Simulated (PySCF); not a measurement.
All values below come from PBE0-D3(BJ)/def2-TZVP // PBE0-D3(BJ)/def2-SVP run with PySCF. Isolated molecules, 0 K electronic values unless said otherwise. One relaxed conformer stands for a flexible species; it need not be the lowest. Excitations are Tamm–Dancoff values on a coarser integration grid. The basis has no diffuse functions, so Rydberg states are missing or too high.

Reference species (SMILES): `C=Cc1cccc(C(F)(F)F)c1` (C–C–C–C torsion 180°) (neutral, multiplicity 1).

- T1 excitation (TDA): 3.12 eV
- HOMO–LUMO gap: 5.45 eV
- LUMO: -1.53 eV
- brightest of the four lowest singlets (TDA): 5.28 eV

Changed species: `FC(F)(F)/C=C/c1ccccc1` (C–C–C–C torsion 180°).

Question: Give the shifts of the T1 excitation (TDA), HOMO–LUMO gap, LUMO and brightest of the four lowest singlets (TDA).

Answer: the T1 excitation (TDA) is nearly the same; the HOMO–LUMO gap drops by 0.07 eV, to 5.38 eV; the LUMO decreases by 0.20 eV, to -1.73 eV; the brightest of the four lowest singlets (TDA) decreases by 0.09 eV, to 5.19 eV.
